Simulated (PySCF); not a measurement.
Two species compared at the same levels of theory.

First species: C6H10N2SSi.
Numbering: `[CH2:1]=[CH:2][c:3]1[cH:4][c:5]([CH2:6][S:7][SiH3:8])[n:9][nH:10]1` (hydrogens: H11, H12 on C1; H13 on C2; H14 on C4; H15, H16 on C6; H17, H18, H19 on Si8; H20 on N10)

Second species: C8H8N2.
Atom-mapped SMILES: `[CH3:1][c:2]1[cH:3][cH:4][cH:5][c:6]2[nH:7][n:8][cH:9][c:10]12` (hydrogens: H11, H12, H13 on C1; H14 on C3; H15 on C4; H16 on C5; H17 on N7; H18 on C9)

Cartesian coordinates in Å at the GFN2-xTB level; atoms count from 1:
```
atom  x, y, z in Å
C1     2.274   -0.778   -0.365
C2     1.018    0.004   -0.142
C3     1.037    1.379   -0.028
C4    -0.123    2.130    0.196
C5    -1.357    1.537    0.318
C6    -1.399    0.151    0.201
N7    -2.426   -0.735    0.261
N8    -2.009   -1.997    0.089
C9    -0.713   -1.957   -0.084
C10   -0.232   -0.621   -0.027
H11    2.832   -0.370   -1.207
H12    2.054   -1.823   -0.562
H13    2.913   -0.718    0.516
H14    1.981    1.899   -0.115
H15   -0.038    3.204    0.275
H16   -2.252    2.114    0.493
H17   -3.403   -0.547    0.411
H18   -0.166   -2.865   -0.244
```

Levels: PBE0/pcSseg-1 for dipole moment, HOMO energy, LUMO energy and HOMO–LUMO gap; GFN2-xTB for rotational constant A and rotational constant C. Geometries: GFN2-xTB. All species are isolated and taken at one optimised geometry, non-relativistic unless stated; the electronic structure was computed with PySCF and density fitting.

Dipoles, sizes and rotational constants follow the conformer. The torsions of the flexible species, by atom-mapped SMILES:
- `[CH2:1]=[CH:2][c:3]1[cH:4][c:5]([CH2:6][S:7][SiH3:8])[n:9][nH:10]1`: C1–C2–C3–C4 0°, C4–C5–C6–S7 89°, C5–C6–S7–Si8 55°

```tsv
property	column X	column Y
dipole moment	1.52 D	3.66 D
HOMO energy	-6.34 eV	-6.58 eV
LUMO energy	-0.75 eV	-1.12 eV
HOMO–LUMO gap	5.59 eV	5.46 eV
rotational constant A	2.227 GHz	2.078 GHz
rotational constant C	0.899 GHz	0.483 GHz
```

Question: Which column belongs to which species?

Answer: Column X is the second species and column Y the first. The first has 20 atoms and 90 electrons, the second 18 and 70.

Question: How does each property change from the first species to the second?

Answer: dipole moment -2.14 D; HOMO energy +0.24 eV; LUMO energy +0.37 eV; HOMO–LUMO gap +0.13 eV; rotational constant A +0.149 GHz; rotational constant C +0.416 GHz.

On the first: In atomic units the dipole is 1.44 e·bohr (1 au = 2.5417 D). A dipole of 3.66 D is allowed in C1, and pure rotational transitions are dipole-allowed.

On the second: The dipole equals about 5.1 × 10⁻³⁰ C·m (1 D = 3.33564 × 10⁻³⁰ C·m). GFN2-xTB frequencies show an imaginary mode (84i cm⁻¹), so this geometry is no minimum at that level.
